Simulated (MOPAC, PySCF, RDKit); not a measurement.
Constitutional and geometric isomers with formula CH2S3. Gas-phase values, no solvent. One relaxed conformer stands for each flexible species; it need not be the lowest. Strings in code marks are SMILES.

Quantity: electronic energy of isomers of CH2S3 relative to `S=C(S)S` (S–C–S–H torsion 0°, S–C–S–H torsion -180°), in kJ/mol. Semi-empirical values (MOPAC) are differences of heats of formation. Force-field values (RDKit) are differences of steric energies, which aren't made for comparing isomers with other bonds.

Level 1: M06-2X/6-31G* // B3LYP-D3(BJ)/def2-TZVP (PySCF)
Level 2: PBE/6-31G* // B3LYP-D3(BJ)/def2-TZVP (PySCF)
Level 3: PM6 // B3LYP-D3(BJ)/def2-TZVP (MOPAC)
Level 4: UFF, relaxed from the DFT geometry (RDKit)

```
species   level 1  level 2  level 3  level 4
--------  -------  -------  -------  -------
`C1SSS1`     44.3     58.5   -36.24     91.5
```
